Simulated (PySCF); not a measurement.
Species: C₇H₁₃NSi.
Numbering: `[CH3:1][C:2]#[C:3][C@@H:4]1[CH2:5][Si@@H:6]1[N:7]([CH3:8])[CH3:9]` (hydrogens: H10, H11, H12 on C1; H13 on C4; H14, H15 on C5; H16 on Si6; H17, H18, H19 on C8; H20, H21, H22 on C9)

The same species was optimised twice, with GFN2-xTB and with PBE0-D3(BJ)/def2-SVP (PySCF), and the same property calculations (PySCF, gas phase) were run on both structures.

```
      coordinate  GFN2-xTB  PBE0-D3(BJ)/def2-SVP  change
      C5–Si6 (Å)     1.882                 1.851  -0.031
      C4–Si6 (Å)     1.896                 1.872  -0.024
       C2≡C3 (Å)     1.202                 1.216  +0.014
       C3–C4 (Å)     1.421                 1.435  +0.014
       C4–C5 (Å)     1.558                 1.569  +0.011
      Si6–N7 (Å)     1.712                 1.720  +0.008
       C1–C2 (Å)     1.449                 1.454  +0.005
       N7–C8 (Å)     1.443                 1.442  -0.001
       N7–C9 (Å)     1.441                 1.442  +0.001
    C8–N7–C9 (°)     112.7                 114.6    +1.9
    C3–C4–C5 (°)     117.5                 119.0    +1.5
   C5–Si6–N7 (°)     127.0                 125.6    -1.4
   C4–Si6–C5 (°)      48.7                  49.9    +1.2
   C3–C4–Si6 (°)     124.5                 125.6    +1.1
   C5–C4–Si6 (°)      65.2                  64.4    -0.8
   Si6–N7–C9 (°)     120.6                 119.9    -0.7
   Si6–N7–C8 (°)     123.5                 124.0    +0.5
C5–Si6–N7–C8 (°)       -52                   -61      -9
```

Rotational constants: A = 2096, B = 825.1, C = 632.8 MHz (GFN2-xTB) against A = 2090, B = 814.3, C = 626.3 MHz (PBE0-D3(BJ)/def2-SVP). Point groups within 0.08 Å: C1 and C1.

On the GFN2-xTB structure: HOMO (eV) -5.84 [PBE0/pcSseg-1]; LUMO (eV) 0.75 [PBE0/pcSseg-1]; dipole (D) 1.45 [PBE0/pcSseg-1]; GIAO shielding of C1 (ppm) 181.4 [PBE0/pcSseg-1]; GIAO shielding of C2 (ppm) 106.7 [PBE0/pcSseg-1]; GIAO shielding of C3 (ppm) 97.9 [PBE0/pcSseg-1]; GIAO shielding of C4 (ppm) 187.1 [PBE0/pcSseg-1]; GIAO shielding of C5 (ppm) 177.7 [PBE0/pcSseg-1]; GIAO shielding of Si6 (ppm) 438.1 [PBE0/pcSseg-1]; GIAO shielding of N7 (ppm) 258.2 [PBE0/pcSseg-1]; GIAO shielding of C8/C9 (mean) (ppm) 146.4 [PBE0/pcSseg-1].

What do these properties become on the PBE0-D3(BJ)/def2-SVP structure?

| property | level | on GFN2-xTB | on PBE0-D3(BJ)/def2-SVP | change |
| --- | --- | --- | --- | --- |
| HOMO (eV) | PBE0/pcSseg-1 | -5.84 | -5.91 | -0.07 |
| LUMO (eV) | PBE0/pcSseg-1 | 0.75 | 0.76 | +0.01 |
| dipole (D) | PBE0/pcSseg-1 | 1.45 | 1.42 | -0.03 |
| energy, GFN2-xTB geometry as zero (kcal/mol) | PBE0/pcSseg-1 | 0.0 | -1.3 | -1.3 |
| GIAO shielding of C1 (ppm) | PBE0/pcSseg-1 | 181.4 | 179.2 | -2.2 |
| GIAO shielding of C2 (ppm) | PBE0/pcSseg-1 | 106.7 | 105.7 | -1.0 |
| GIAO shielding of C3 (ppm) | PBE0/pcSseg-1 | 97.9 | 97.1 | -0.8 |
| GIAO shielding of C4 (ppm) | PBE0/pcSseg-1 | 187.1 | 185.3 | -1.8 |
| GIAO shielding of C5 (ppm) | PBE0/pcSseg-1 | 177.7 | 177.0 | -0.7 |
| GIAO shielding of Si6 (ppm) | PBE0/pcSseg-1 | 438.1 | 431.2 | -6.9 |
| GIAO shielding of N7 (ppm) | PBE0/pcSseg-1 | 258.2 | 258.5 | +0.3 |
| GIAO shielding of C8/C9 (mean) (ppm) | PBE0/pcSseg-1 | 146.4 | 145.3 | -1.1 |

The heavy atoms differ by 0.042 Å rms after alignment. Among bonds between heavy atoms C5–Si6 changes most (-0.031 Å). Changes are differences of the printed values. Neither structure is proved a minimum here.

Conformer computed: `[CH3:1][C:2]#[C:3][C@@H:4]1[CH2:5][Si@@H:6]1[N:7]([CH3:8])[CH3:9]`: C5–Si6–N7–C8 -61°.
